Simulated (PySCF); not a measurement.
Se: excitation energy

Se [Ar] 3d10 4s2 4p4 (3P) → Se [Ar] 3d10 4s1 4p4 4d1 (high-spin determinant), as a difference of total energies. Calculation: PySCF 2.14, in aug-cc-pVQZ-PP with ECP10MDF (7s6p5d3f2g, 89 functions); a scalar-relativistic core potential. Correlated levels: valence: 3s2 3p6 3d10 frozen. The calculations carry no spin-orbit coupling.

| method | excitation energy (eV) |
| --- | --- |
| UHF | 17.950 |
| MP2 (valence) | 18.444 |
| SCS-MP2 (valence) | 18.636 |
| CCSD (valence) | 18.118 |
| CCSD(T) (valence) | 17.716 |

Problem. How much does correlation contribute at CCSD(T) (valence)?

Solution. 17.716 − (17.950) = -0.234 eV, measured against UHF.

The upper state lies above the first ionisation limit, where it may autoionise and the basis confines it.

The promoted electron is Rydberg-like, and one or two diffuse shells describe it only roughly, which tends to raise the upper state.

The coupled-cluster amplitudes are large for the upper state (T1 above 0.03 or a double amplitude above 0.15), so a single reference is strained.

The determinant of the upper state mixes LS terms, which raises its energy above the lowest term, most at the Hartree-Fock and MP2 levels.
